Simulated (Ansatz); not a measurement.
Gas-phase electronic energies from Ansatz, PBE0-D4/def2-TZVP geometries. CBS: MP2 limit from def2 TZ/QZ plus the TZ coupled-cluster correction, frozen cores. This one scheme is used for every species. DFT in def2-TZVPP. B3LYP here is the variant with VWN-RPA as its local correlation; programs differ in this. Elements past krypton have def2 core potentials. For In outer-core shells are correlated without core-valence functions, which leaves a few kJ/mol of doubt a bond.

Reaction (ligand exchange at the In–C bond): `O=[CH][InH2]` + `CNC` → `C[N](C)[InH2]` + `C=O`

(1) Is it downhill or uphill in electronic energy at CCSD(T)/CBS, and by how much? (Estimate.)

(2) What do these levels give: LDA (SPW92), B3LYP-D4, CAM-B3LYP, CCSD/def2-SVP, CCSD(T)/def2-TZVPP, HF/CBS(def2)? (Estimate.)

Largest T1 diagnostic among the species: 0.017.

Results:

(1) Ansatz gave: Downhill: ΔE = -13.6 kcal/mol.

(2) Computed: LDA (SPW92) -11.1, B3LYP-D4 -10.7, CAM-B3LYP -9.9, CCSD/def2-SVP -13.7, CCSD(T)/def2-TZVPP -12.9, HF/CBS(def2) -8.6 kcal/mol.

In def2-TZVPP, CCSD(T) changes the Hartree–Fock value by −4.4 kcal/mol (the triples alone add −0.7 kcal/mol) and MP2 by −6.3 kcal/mol. From BLYP to BHLYP (50 % exact exchange), in def2-TZVPP and without D4, ΔE moves by −0.8 kcal/mol.
